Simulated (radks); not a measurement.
Problem. Species: the cerium ion Ce12+. Configuration: [Kr] 4d10. Calculated with a radial shooting solver on a logarithmic mesh with Libxc functionals: Dirac Kohn-Sham, LDA (Slater exchange, Perdew-Wang correlation), spin-unpolarised, spherical densities, finite nucleus; Fermi nuclear charge, rms radius 4.8771 fm.

Spin-orbit splittings of the eigenvalues, e(l+1/2) - e(l-1/2), with zeta = 2 splitting/(2l+1) and mean radii in bohr:

| shell | occ. | splitting (eV) | zeta (eV) | <r> j=l-1/2 | <r> j=l+1/2 |
|---|---|---|---|---|---|
| 2p | 6 | 446.2 | 297.4 | 0.08797 | 0.09417 |
| 3p | 6 | 87.75 | 58.50 | 0.2681 | 0.2803 |
| 3d | 10 | 18.87 | 7.549 | 0.2512 | 0.2550 |
| 4p | 6 | ? | ? | 0.6462 | 0.6716 |
| 4d | 10 | 3.584 | 1.434 | 0.7113 | 0.7195 |

Estimate the 4p splitting.

Solution. 19.65 eV (zeta = 13.10 eV).
